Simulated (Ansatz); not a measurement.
Species: CHNO, charge 0, singlet. CHNO (SMILES N=C=O).
B3LYP-D3(BJ)/def2-TZVP minimum from Ansatz (a first-principles code):
```xyz
4

N     -1.1014     0.2807     0.2471
C      0.0427    -0.0239    -0.0008
O      1.1482    -0.1990    -0.3207
H     -1.7320    -0.2289     0.8408
```

Total energies in cc-pVTZ, 16 correlated electrons, 3 frozen orbitals. Radicals and triplets start from unrestricted determinants; spin-orbit coupling is neglected. Correlated methods leave the cores frozen. No relativity.

```tsv
method	program	energy (Eh)	minus CCSDT(Q) (mEh)
HF	Ansatz	-167.82934	605.00
MP2	Ansatz	-168.40665	27.69
CCSD	Ansatz	-168.40377	30.57
CCSD(T)	Ansatz	-168.43244	1.90
CCSDT(Q)	Ansatz	-168.43434	0.00
```

Rough core times of Ansatz's runs on a shared machine: CCSD(T) under 20 s, CCSDT(Q) 20 min.
